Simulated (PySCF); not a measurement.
fac-MoBr3(H2O)3 (quartet state).
Bonds: Mo1–Br2, Mo1–O3, Mo1–Br6, Mo1–O7, Mo1–Br10, Mo1–O11. Hydrogens: H4, H5 on O3; H8, H9 on O7; H12, H13 on O11.

Computed with PBE0-D3(BJ)/def2-SVP geometry optimisation, gas phase, def2 core potentials past Kr in PySCF.

Task: Give the optimised bond lengths and angles.

Result: 
```csv
bond,length (Å)
"Mo1–Br2, Mo1–Br6, Mo1–Br10",2.529
"Mo1–O3, Mo1–O7, Mo1–O11",2.230
O3–H4 and 5 like bonds,0.976
```

Bonds in one row agree within 0.01 Å and their mean is given. A selection of angles:
```csv
angle,degrees
Br2–Mo1–O3,172.8
Br2–Mo1–Br6,102.5
Br2–Mo1–O7,81.9
Br2–Mo1–Br10,102.5
O3–Mo1–O7,93.2
Mo1–O3–H4,102.0
H4–O3–H5,104.8
```

All 3 Br–Mo bonds measure 2.527 to 2.530 Å. O3 (oxygen bonded to Mo and 2 H) is pyramidal (angles 104.8°, 102.0° and 101.9°, sum 308.6°, 0.50 Å off the plane of its three neighbours). All 3 Mo–O bonds measure 2.230 to 2.231 Å. Mo1 (molybdenum bonded to 3 Br and 3 O) is distorted octahedral (the three widest angles are 172.9°, 172.8° and 172.8°, the others run from 81.7° to 102.5°).

Point group: C3v (tolerance 0.08 Å). Stationary, but not proved a minimum. ⟨S²⟩ = 3.767 (exact for a quartet: 3.75).

On one thread of an Intel Xeon Platinum 8488C, shared host with 96 logical CPUs at a one-minute load of 53, this took 13 min and 1.4 GiB of memory at its peak. That covers the optimisation of the geometry.
